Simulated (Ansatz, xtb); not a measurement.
**Isomers of CH3F2OSi+ in order of energy**

5 gas-phase structures of CH3F2OSi+, found in a search over its isomers (lower ones may exist). Each was relaxed with GFN2-xTB; where two conformers were screened, the lower at r2SCAN-D4/def2-SVP is listed:

A. a singlet given by its coordinates
B. `F[Si]1(F)C[OH+]1`, a singlet
C. `O[Si+](F)CF`, a singlet
D. a singlet given by its coordinates
E. `FCO[SiH+]F`, a singlet

D (Å):

```tsv
atom	x (Å)	y (Å)	z (Å)
C	-1.9789	0.4448	1.4443
F	-1.6155	-1.5308	-1.3637
F	-3.5641	0.0456	-1.1152
O	-1.4505	0.2781	0.3590
Si	-2.0056	-0.0166	-1.3158
H	-1.3479	0.5351	2.3389
H	-3.0681	0.5100	1.5677
H	-1.3365	0.9675	-2.1025
```

Close contacts (Å): C1–O4 1.22, F2–Si5 1.56, F3–Si5 1.57, O4–Si5 1.79, C1–H6 1.10, C1–H7 1.10, Si5–H8 1.43.

A (Å):

```csv
atom,x (Å),y (Å),z (Å)
C,-0.7002,-1.5242,-0.3695
F,2.9678,-2.6360,-0.9679
F,2.6856,-2.6145,1.5821
O,0.5474,-1.9234,0.2255
Si,2.0085,-2.3710,0.2173
H,-0.7627,-1.8505,-1.4057
H,-0.7709,-0.4379,-0.3090
H,-1.4934,-1.9793,0.2237
```

Close contacts (Å): C1–O4 1.44, F2–Si5 1.55, F3–Si5 1.54, O4–Si5 1.53, C1–H6 1.09, C1–H7 1.09, C1–H8 1.09.

Task: Which do you expect lowest at r2SCAN-D4/def2-SVP, and how would the others follow?

Result: Calculated order at r2SCAN-D4/def2-SVP: D (0.0), A (5.9), B (15.6), C (29.7), E (39.5) kcal/mol.

Energies above the lowest of each column, in kcal/mol; the last columns are at PBE0-D3(BJ)/pcseg-1 geometries and were run for some of them only (a dash: not run or not comparable):

| structure | GFN2-xTB | HF/STO-3G | r2SCAN-D4/def2-SVP | PBE0-D3(BJ)/pcseg-1 | CCSD(T)/def2-SVP + ΔMP2/def2-TZVPP |
| --- | --- | --- | --- | --- | --- |
| D | 14.4 | 0.0 | 0.0 | 0.0 | 0.0 |
| A | 0.0 | 7.8 | 5.9 | 11.2 | 5.3 |
| B | 37.6 | 8.0 | 15.6 | 17.7 | 15.9 |
| C | 31.5 | 17.6 | 29.7 | – | – |
| E | 16.7 | 17.7 | 39.5 | – | – |

CCSD(T)/def2-SVP + ΔMP2/def2-TZVPP puts D lowest of those it was run on; GFN2-xTB picks A. Some further structures that were screened fall inside this span and aren't listed. Flexible structures stand in one conformer each, not always the lowest. Frequencies (PBE0-D3(BJ)/pcseg-1) were run for A, B, D alone. The ΔMP2 step shifts differences by up to 6.0 kcal/mol, which makes them less sure. ΔMP2 is the change of the MP2 energy from the smaller to the larger basis.

Over these structures GFN2-xTB departs from r2SCAN-D4/def2-SVP by 13.1 kcal/mol on average once a common shift is removed. A GFN2-xTB relaxation took about 0.17 s and the r2SCAN-D4/def2-SVP energy about 2 s on a shared host (Ansatz 0.2.0, xtb 6.7.1).
